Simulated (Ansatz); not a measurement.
The inner images of a band of Cl₄H₂SSn (8 atoms, charge 0, multiplicity 1) are given out of order.

Computed with RKS PBE0-D4/def2-SVP (Ansatz).

Image 0:

```xyz
8
Properties=species:S:1:pos:R:3
Sn 0.087 0.055 0.072
Cl 0.543 0.271 2.350
Cl 2.231 0.011 -0.850
Cl -0.875 1.879 -1.017
Cl -0.759 -2.027 -0.568
S -2.684 0.205 1.318
H -3.377 -0.260 0.256
H -2.665 -1.005 1.917
```

Image 6:

```xyz
8
Properties=species:S:1:pos:R:3
Sn -0.601 0.275 -0.561
Cl -0.346 -1.485 2.964
Cl 1.473 0.785 0.336
Cl -0.811 1.499 -2.527
Cl -0.764 -1.976 -1.110
S -2.367 0.830 0.975
H -2.993 -0.340 0.706
H -1.090 -0.460 2.695
```

Task: Put them in order from the first end to the last, with their energies above the first end.
A.
```xyz
8
Properties=species:S:1:pos:R:3
Sn -0.496 0.119 -0.260
Cl -0.193 -1.261 2.410
Cl 1.665 0.811 0.244
Cl -1.005 1.400 -2.138
Cl -0.690 -2.071 -1.024
S -2.369 0.808 1.185
H -3.137 -0.205 0.716
H -1.275 -0.473 2.346
```
B.
```xyz
8
Properties=species:S:1:pos:R:3
Sn -0.373 -0.003 -0.143
Cl -0.159 -1.242 2.193
Cl 1.771 0.829 0.203
Cl -1.037 1.396 -1.916
Cl -0.717 -2.081 -1.136
S -2.346 0.738 1.340
H -3.149 -0.195 0.775
H -1.488 -0.315 2.163
```
C.
```xyz
8
Properties=species:S:1:pos:R:3
Sn 0.020 0.002 0.004
Cl 0.370 -0.310 2.308
Cl 2.256 0.308 -0.595
Cl -0.919 1.749 -1.241
Cl -0.722 -2.013 -0.904
S -2.690 0.388 1.212
H -3.329 -0.531 0.457
H -2.485 -0.467 2.237
```
D.
```xyz
8
Properties=species:S:1:pos:R:3
Sn -0.568 0.214 -0.424
Cl -0.200 -1.386 2.690
Cl 1.539 0.832 0.313
Cl -0.918 1.390 -2.400
Cl -0.704 -2.040 -0.968
S -2.356 0.849 1.076
H -3.113 -0.191 0.654
H -1.178 -0.540 2.536
```
E.
```xyz
8
Properties=species:S:1:pos:R:3
Sn -0.113 -0.074 -0.032
Cl 0.192 -0.935 2.180
Cl 2.090 0.681 -0.199
Cl -1.039 1.480 -1.550
Cl -0.678 -2.070 -1.100
S -2.550 0.615 1.288
H -3.238 -0.337 0.619
H -2.162 -0.233 2.273
```

Result: C (+11.9 kJ/mol), E (+36.7 kJ/mol), B (+77.5 kJ/mol), A (+46.9 kJ/mol), D (+28.4 kJ/mol).

The run took 5.5 min on 4 threads of Arm Neoverse V2, on a shared host, peak memory 0.44 GiB.
